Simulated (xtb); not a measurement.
H$_{5}$O$_{6}$Si$_{2}$, doublet, at a GFN2-xTB geometry; xtb 6.7.1 with GFN2-xTB.

xtb was given this input:
```
$ xtb mol.xyz --gfn 2 --uhf 1 --hess --json

# file mol.xyz
13

O      2.61728890    -0.43864607    -0.75338711
Si     1.54075433     0.74931123    -0.42222508
O      1.64399013     0.99967682     1.19418823
O      0.03058598     0.32008352    -0.81310671
Si    -1.21669970    -0.29577899     0.05183208
O     -1.24421804     0.40035486     1.51029094
O     -1.04061958    -1.90097724     0.18083183
O     -2.58806207    -0.02095453    -0.76140456
H      2.47207528    -1.00548236    -1.50638325
H      2.44267513     0.71598213     1.63621696
H     -0.39500160     0.64026863     1.88164247
H     -1.52834686    -2.45596103    -0.42028312
H     -2.87988961     0.87944209    -0.86499168
```

Output, abridged:

```
   ID    Z sym.   atoms
    1    8 O      1, 3, 4, 6-8
    2   14 Si     2, 5
    3    1 H      9-13

           -------------------------------------------------
          |                Calculation Setup                |
           -------------------------------------------------

molecular fragmentation (1/2 indicates fragments):
1111111211112
# atoms in fragment 1/2:    11     2
 fragment masses (1/2) :      140.20       17.01
CMA distance (Bohr)    :   5.752
constraining FC (au)   :  0.0500

           -------------------------------------------------
          |                 G F N 2 - x T B                 |
           -------------------------------------------------

          ...................................................
          :                      SETUP                      :
          :.................................................:
          :  # basis functions                  49          :
          :  # atomic orbitals                  47          :
          :  # shells                           23          :
          :  # electrons                        49          :
          :  max. iterations                   250          :
          :  Hamiltonian                  GFN2-xTB          :
          :  restarted?                      false          :
          :  GBSA solvation                  false          :
          :  PC potential                    false          :
          :  electronic temp.          300.0000000     K    :
          :  accuracy                    1.0000000          :
          :  -> integral cutoff          0.2500000E+02      :
          :  -> integral neglect         0.1000000E-07      :
          :  -> SCF convergence          0.1000000E-05 Eh   :
          :  -> wf. convergence          0.1000000E-03 e    :
          :  Broyden damping             0.4000000          :
          :  net charge                          0          :
          :  unpaired electrons                  1          :
          ...................................................

 iter      E             dE          RMSdq      gap      omega  full diag
   1    -30.8211780 -0.308212E+02  0.791E+00    4.79       0.0  T
   2    -30.8572176 -0.360395E-01  0.468E+00    4.79       1.0  T
   3    -30.8560461  0.117150E-02  0.109E+00    4.84       1.0  T
   4    -30.8640998 -0.805370E-02  0.748E-01    4.79       1.0  T
   5    -30.8655202 -0.142047E-02  0.202E-01    4.82       1.0  T
   6    -30.8655566 -0.363785E-04  0.116E-01    4.81       1.0  T
   7    -30.8654676  0.890271E-04  0.103E-01    4.82       1.0  T
   8    -30.8655902 -0.122612E-03  0.283E-02    4.82       1.0  T
   9    -30.8655969 -0.668834E-05  0.779E-03    4.82       3.6  T
  10    -30.8655974 -0.470770E-06  0.255E-03    4.82      10.9  T
  11    -30.8655974 -0.578409E-08  0.566E-04    4.82      49.0  T
  12    -30.8655974 -0.447333E-09  0.267E-04    4.82     103.9  T

   *** convergence criteria satisfied after 12 iterations ***

         :::::::::::::::::::::::::::::::::::::::::::::::::::::
         ::                     SUMMARY                     ::
         :::::::::::::::::::::::::::::::::::::::::::::::::::::
         :: total energy             -30.683844807335 Eh    ::
         :: gradient norm              0.000096447798 Eh/a0 ::
         :: HOMO-LUMO gap              4.815545512560 eV    ::
         ::.................................................::
         :: SCC energy               -30.865568245387 Eh    ::
         :: -> isotropic ES            0.173718677165 Eh    ::
         :: -> anisotropic ES         -0.014266288654 Eh    ::
         :: -> anisotropic XC         -0.004464987037 Eh    ::
         :: -> dispersion             -0.009977120889 Eh    ::
         :: repulsion energy           0.181723438053 Eh    ::
         :: add. restraining           0.000000000000 Eh    ::
         :: total charge               0.000000000000 e     ::
         :::::::::::::::::::::::::::::::::::::::::::::::::::::

[...]
           -------------------------------------------------

c1  symmetry found (for desy threshold:  0.10E+00) used in thermo

          ...................................................
          :                      SETUP                      :
          :.................................................:
          :  # frequencies                          33      :
          :  # imaginary freq.                       0      :
          :  linear?                             false      :
          :  only rotor calc.                    false      :
          :  symmetry                               c1      :
          :  rotational number                       1      :
          :  scaling factor                  1.0000000      :
          :  rotor cutoff                   50.0000000 cm⁻¹ :
          :  imag. cutoff                  -20.0000000 cm⁻¹ :
          :.................................................:

    mode    ω/cm⁻¹     T·S(HO)/kcal·mol⁻¹    T·S(FR)/kcal·mol⁻¹   T·S(vib)
   ------------------------------------------------------------------------
       1     23.02    -1.89477 (  4.30%)    -1.28585 ( 95.70%)    -1.31202
       2     39.93    -1.56904 ( 28.91%)    -1.12289 ( 71.09%)    -1.25188
       3     92.42    -1.07576 ( 92.11%)    -0.87443 (  7.89%)    -1.05988
       4    100.76    -1.02551 ( 94.28%)    -0.84886 (  5.72%)    -1.01541
       5    145.35    -0.81461 ( 98.62%)    -0.74035 (  1.38%)    -0.81359
       6    167.58    -0.73419 ( 99.21%)    -0.69820 (  0.79%)    -0.73390
       7    206.32    -0.61895 ( 99.66%)    -0.63659 (  0.34%)    -0.61901
       8    223.33    -0.57601 ( 99.75%)    -0.61314 (  0.25%)    -0.57610
       9    250.77    -0.51436 ( 99.84%)    -0.57881 (  0.16%)    -0.51446
      10    271.69    -0.47269 ( 99.89%)    -0.55507 (  0.11%)    -0.47278
      11    285.98    -0.44653 ( 99.91%)    -0.53990 (  0.09%)    -0.44661
      12    297.38    -0.42684 ( 99.92%)    -0.52832 (  0.08%)    -0.42692
   ------------------------------------------------------------------------

   temp. (K)  partition function   enthalpy   heat capacity  entropy
                                   cal/mol     cal/K/mol   cal/K/mol   J/K/mol
 298.15  VIB  0.320E+05             6018.532     33.350     37.693
         ROT  0.583E+06              888.752      2.981     29.362
         INT  0.186E+11             6907.284     36.331     67.055
         TR   0.191E+28             1481.254      4.968     41.048
         TOT                        8388.5382    41.2987   108.1032   452.3036

       T/K    H(0)-H(T)+PV         H(T)/Eh          T*S/Eh         G(T)/Eh
   ------------------------------------------------------------------------
    298.15    0.133680E-01    0.867470E-01    0.513633E-01    0.353837E-01
   ------------------------------------------------------------------------

         :::::::::::::::::::::::::::::::::::::::::::::::::::::
         ::                  THERMODYNAMIC                  ::
         :::::::::::::::::::::::::::::::::::::::::::::::::::::
         :: total free energy         -30.648461094098 Eh   ::
         ::.................................................::
         :: total energy              -30.683844807604 Eh   ::
         :: zero point energy           0.073379021890 Eh   ::
         :: G(RRHO) w/o ZPVE           -0.037995308384 Eh   ::
         :: G(RRHO) contrib.            0.035383713506 Eh   ::
         :::::::::::::::::::::::::::::::::::::::::::::::::::::

           -------------------------------------------------
          | TOTAL ENERGY              -30.683844807604 Eh   |
          | TOTAL ENTHALPY            -30.597097799156 Eh   |
          | TOTAL FREE ENERGY         -30.648461094098 Eh   |
          | GRADIENT NORM               0.000095829626 Eh/α |
          | HOMO-LUMO GAP               4.815543356883 eV   |
           -------------------------------------------------

normal termination of xtb
```
